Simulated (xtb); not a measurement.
H$_{5}$B$_{3}$N$_{3}$, charge +2, doublet, geometry from GFN2-xTB of the parent state (a state made from the parent by changing its charge; the spin is typed, not shown lowest); GFN1-xTB (xtb 6.7.1).

xtb was given this input:
```
$ xtb mol.xyz --gfn 1 --chrg 2 --uhf 1 --json

# file mol.xyz
11

B     -0.91062503     1.13149532     0.29076823
N     -1.37695949    -0.12573446     0.01619112
B     -0.69719392    -1.27831028    -0.27186253
N      0.73883889    -1.11549616    -0.28144257
B      1.35780215     0.12398515    -0.01596586
N      0.53097538     1.23144686     0.26651132
H     -1.57325668     2.06827039     0.52850262
H     -1.18458869    -2.32009784    -0.49607420
H      1.29505236    -1.93143915    -0.48782490
H      2.52800212     0.23083975    -0.02972578
H      0.93489140     2.13506227     0.46160388
```

**Question.** Predict the main parts of the log of this xtb run.

**Answer.** 
```
   ID    Z sym.   atoms
    1    5 B      1, 3, 5
    2    7 N      2, 4, 6
    3    1 H      7-11

           -------------------------------------------------
          |                Calculation Setup                |
           -------------------------------------------------

           -------------------------------------------------
          |                 G F N 1 - x T B                 |
           -------------------------------------------------

          ...................................................
          :                      SETUP                      :
          :.................................................:
          :  # basis functions                  34          :
          :  # atomic orbitals                  34          :
          :  # shells                           22          :
          :  # electrons                        27          :
          :  # halogen bonds                     0          :
          :  max. iterations                   250          :
          :  Hamiltonian                  GFN1-xTB          :
          :  restarted?                      false          :
          :  GBSA solvation                  false          :
          :  PC potential                    false          :
          :  electronic temp.          300.0000000     K    :
          :  accuracy                    1.0000000          :
          :  -> integral cutoff          0.2500000E+02      :
          :  -> integral neglect         0.1000000E-07      :
          :  -> SCF convergence          0.1000000E-05 Eh   :
          :  -> wf. convergence          0.2000000E-04 e    :
          :  Broyden damping             0.4000000          :
          :  net charge                          2          :
          :  unpaired electrons                  1          :
          ...................................................

 iter      E             dE          RMSdq      gap      omega  full diag
   1    -15.4872426 -0.154872E+02  0.749E+00    1.08       0.0  T
   2    -15.4188725  0.683701E-01  0.486E+00    0.89       1.0  T
   3    -14.9818794  0.436993E+00  0.632E+00    1.38       1.0  T
   4    -15.4372881 -0.455409E+00  0.225E+00    0.63       1.0  T
   5    -15.4881488 -0.508607E-01  0.144E+00    0.84       1.0  T
   6    -15.5110790 -0.229302E-01  0.762E-01    1.11       1.0  T
   7    -15.5189532 -0.787417E-02  0.494E-01    1.06       1.0  T
   8    -15.5182524  0.700784E-03  0.452E-01    1.06       1.0  T
   9    -15.5195833 -0.133088E-02  0.348E-01    1.07       1.0  T
  10    -15.5195875 -0.425967E-05  0.355E-01    1.11       1.0  T
  11    -15.5211693 -0.158181E-02  0.138E-01    1.08       1.0  T
  12    -15.5214424 -0.273024E-03  0.234E-02    1.09       1.3  T
  13    -15.5214508 -0.847123E-05  0.558E-03    1.09       5.4  T
  14    -15.5214513 -0.506573E-06  0.240E-03    1.09      12.6  T
  15    -15.5214514 -0.102388E-06  0.212E-04    1.09     142.5  T
  16    -15.5214514 -0.975939E-09  0.110E-04    1.09     273.7  T
  17    -15.5214514  0.408107E-09  0.178E-04    1.09     169.2  T

   *** convergence criteria satisfied after 17 iterations ***

         :::::::::::::::::::::::::::::::::::::::::::::::::::::
         ::                     SUMMARY                     ::
         :::::::::::::::::::::::::::::::::::::::::::::::::::::
         :: total energy             -15.302593412487 Eh    ::
         :: gradient norm              0.035370187204 Eh/a0 ::
         :: HOMO-LUMO gap              1.091485186406 eV    ::
         ::.................................................::
         :: SCC energy               -15.521451442742 Eh    ::
         :: -> electrostatic           0.416393165534 Eh    ::
         :: repulsion energy           0.222637995645 Eh    ::
         :: dispersion energy         -0.003779965390 Eh    ::
         :: halogen bond corr.         0.000000000000 Eh    ::
         :: add. restraining           0.000000000000 Eh    ::
[...]
         8        2.0000           -0.9424654             -25.6458
         9        2.0000           -0.9292915             -25.2873
        10        2.0000           -0.9187209             -24.9997
        11        2.0000           -0.8822991             -24.0086
        12        1.9930           -0.8756496             -23.8276
        13        1.8176           -0.8723608             -23.7381
        14        1.1894           -0.8695544             -23.6618 (HOMO)
        15                         -0.8294431             -22.5703 (LUMO)
        16                         -0.6545725             -17.8118
        17                         -0.6352509             -17.2861
        18                         -0.5542018             -15.0806
        19                         -0.4834054             -13.1541
        20                         -0.4731563             -12.8752
        21                         -0.4679926             -12.7347
        22                         -0.4670822             -12.7100
        23                         -0.4476481             -12.1811
        24                         -0.2500829              -6.8051
        25                         -0.2245878              -6.1113
       ...                                ...                  ...
        34                          0.3135422               8.5319
      -------------------------------------------------------------
                  HL-Gap            0.0401113 Eh            1.0915 eV
             Fermi-level           -0.8602048 Eh          -23.4074 eV

  Mulliken/CM5 charges         n(s)   n(p)   n(d)
     1B     0.51251  0.40810   0.875  1.612  0.000
     2N    -0.13739 -0.16889   1.560  3.577  0.000
     3B     0.51251  0.40810   0.875  1.612  0.000
     4N    -0.30162 -0.51435   1.506  3.796  0.000
     5B     0.48329  0.36947   0.875  1.642  0.000
     6N    -0.30162 -0.51435   1.506  3.796  0.000
     7H     0.21236  0.33476   0.788  0.000  0.000
     8H     0.21236  0.33476   0.788  0.000  0.000
     9H     0.32631  0.53259   0.674  0.000  0.000
    10H     0.15496  0.27721   0.845  0.000  0.000
    11H     0.32631  0.53259   0.674  0.000  0.000

Wiberg/Mayer (AO) data.
largest (>0.10) Wiberg bond orders for each atom

 ---------------------------------------------------------------------------
     #   Z sym  total        # sym  WBO       # sym  WBO       # sym  WBO
 ---------------------------------------------------------------------------
     1   5 B    3.202 --     2 N    1.301     6 N    1.020     7 H    0.669
     2   7 N    3.321 --     1 B    1.301     3 B    1.301    10 H    0.162
                             5 B    0.138     4 N    0.127     6 N    0.127
     3   5 B    3.202 --     2 N    1.301     4 N    1.020     8 H    0.669
     4   7 N    3.277 --     5 B    1.148     3 B    1.020     9 H    0.842
                             2 N    0.127
     5   5 B    3.284 --     6 N    1.148     4 N    1.148    10 H    0.728
                             2 N    0.138
     6   7 N    3.277 --     5 B    1.148     1 B    1.020    11 H    0.842
                             2 N    0.127
     7   1 H    0.864 --     1 B    0.669
     8   1 H    0.864 --     3 B    0.669
     9   1 H    0.894 --     4 N    0.842
    10   1 H    0.971 --     5 B    0.728     2 N    0.162
    11   1 H    0.894 --     6 N    0.842
 ---------------------------------------------------------------------------

Topologies differ in total number of bonds
Writing topology from bond orders to xtbtopo.mol

 dipole moment from electron density (au)
     X       Y       Z
   0.3450   0.0315  -0.0041  total (Debye):    0.881

           -------------------------------------------------
          | TOTAL ENERGY              -15.302593412487 Eh   |
          | GRADIENT NORM               0.035370187204 Eh/α |
          | HOMO-LUMO GAP               1.091485186406 eV   |
           -------------------------------------------------

normal termination of xtb
```
